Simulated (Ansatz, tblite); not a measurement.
Removing an electron: Au2F2⁻. Charge -1, multiplicity 2. Geometry: r2SCAN-D4/def2-TZVPD. Ansatz, gas phase; energy differences of separate SCF runs; the oxidised species is a singlet (the triplet lies 0.45 eV higher at PBE0-D4/def2-TZVPD).

Cartesian coordinates in Å:
```
Au 1.1094 0.5144 -0.2366
Au -1.1100 -0.5126 0.2364
F 2.9867 1.1578 0.1022
F -2.9860 -1.1597 -0.1019
```

In the def2 sets Au takes a core potential; there is no spin–orbit coupling. The xTB rows come from tblite. The structure comes from a short search, and lower isomers may exist.

```
            level  −HOMO (eV)  vertical IE (eV)  −LUMO (eV)  HOMO–LUMO gap (eV)                         remarks
         GFN1-xTB           –              8.75           –                   –                               –
         GFN2-xTB           –              7.76           –                   –                               –
PBE-D4/def2-TZVPD        1.59              4.51        0.98                0.61  restricted, untested (singlet)
```

Task: Estimate the rows for r2SCAN-D4/def2-TZVPD, PBE0-D4/def2-TZVPD.

Result: 
```
               level  −HOMO (eV)  vertical IE (eV)  −LUMO (eV)  HOMO–LUMO gap (eV)
r2SCAN-D4/def2-TZVPD        1.89              4.66        0.86                1.04
  PBE0-D4/def2-TZVPD        2.84              4.79        0.13                2.70
```

  HOMO and LUMO are the levels of the spin that leaves or enters (xTB has no such levels and no spin-polarisation term). Other spin states of the ions may lie lower, which would lower the ionisation energy or raise the affinity. Raw xTB energy differences between charge states are shifted by several eV; the methods need an empirical correction for them.
